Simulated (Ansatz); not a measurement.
The molecule SN+, closed-shell singlet (the spin of the measured ground state).

Seven points along R, fitted to fifth degree in 1/R; most abundant isotopes. Runs in def2 and cc sets follow the lowest solution found near the PBE0 minimum. The singlet is held restricted. HF and MP2 rows in def2 and cc sets belong to the determinant that coupled cluster picked by its CCSD energy.

Correlated levels freeze the cores. CBS(a, b) extrapolates the correlation energy as X⁻³ and adds the Hartree–Fock energy of set b.

Programs: Ansatz (Gaussian orbitals). 

**Question.** What bond length and harmonic frequency does HF/aug-cc-pV(5+d)Z give?

**Answer.** r_e = 1.386 Å, ω_e = 1736 cm⁻¹.

**Question.** What bond length and harmonic frequency does CCSD(T)/def2-QZVPP give?

**Answer.** r_e = 1.441 Å, ω_e = 1425 cm⁻¹.

**Question.** What bond length and harmonic frequency does CCSD(T)/CBS(aug-cc-pV(Q+d)Z, aug-cc-pV(5+d)Z) give?

**Answer.** r_e = 1.438 Å, ω_e = 1435 cm⁻¹.

Measured for the ground state: r_e 1.44 Å [NIST CCCBDB].

Doubts at one or more of the structures used: a restricted determinant that unrestricted orbitals would lower (HF/aug-cc-pV(5+d)Z, CCSD(T)/def2-QZVPP, CCSD(T)/CBS(aug-cc-pV(Q+d)Z, aug-cc-pV(5+d)Z)).

Ansatz is an electronic-structure program.
